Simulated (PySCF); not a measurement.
BeF₂. Atoms are numbered in the order given.

```xyz
3

Be     0.0000     0.0000     0.0000
F      0.0000     0.0000    -1.3818
F      0.0000     0.0000     1.3818
```
Charge 0, spin multiplicity 1.

Coordinates come from a r2SCAN-D4/def2-TZVP optimisation. The isomer is the one that the SMILES or the coordinates give; other isomers of the formula were not compared.

Calculation: r2SCAN-D4/def2-TZVP (PySCF 2.14.0).

Harmonic, unscaled wavenumbers; measured fundamentals usually lie a few per cent lower.

Modes within 1.5 cm⁻¹ of each other (mostly degenerate sets) share a row, with their intensities summed.

Computed normal modes with their intensities:
```tsv
mode	ν (cm⁻¹)	IR (km/mol)	Raman (Å⁴/amu)	depolarisation	moving atoms (share of kinetic energy)
1–2	345	308.0	0.0	–	Be 81 %, F 19 %
3	716	0.0	3.0	0.08	F 100 %
4	1558	370.1	0.0	–	Be 81 %, F 19 %
```
